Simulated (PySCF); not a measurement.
H₃S₂, SMILES S[SH2+], charge +1. Geometry optimised at B3LYP-D3(BJ)/def2-TZVP. The isomer is the one that the SMILES or the coordinates give; other isomers of the formula were not compared.

Method: B3LYP-D3(BJ)/def2-TZVP (PySCF).

Harmonic wavenumbers (cm⁻¹): 242, 481, 776, 844, 988, 1224, 2581, 2584, 2641. Rotational constants (GHz): 97.08, 6.658, 6.552; symmetry number 1.

Work out the zero-point energy and the ideal-gas rigid-rotor harmonic-oscillator thermochemistry at 298.15 K and 1 atm.

ZPE = ½ Σ hcν = ½ × 12361 cm⁻¹ = 17.67 kcal/mol. H − E(el) = 20.63 kcal/mol. Entropy in cal/(mol K): translation 38.53, rotation 21.86, vibration 3.03, total 63.42. G − E(el) = 1.72 kcal/mol. Cp = 12.87 cal/(mol K).
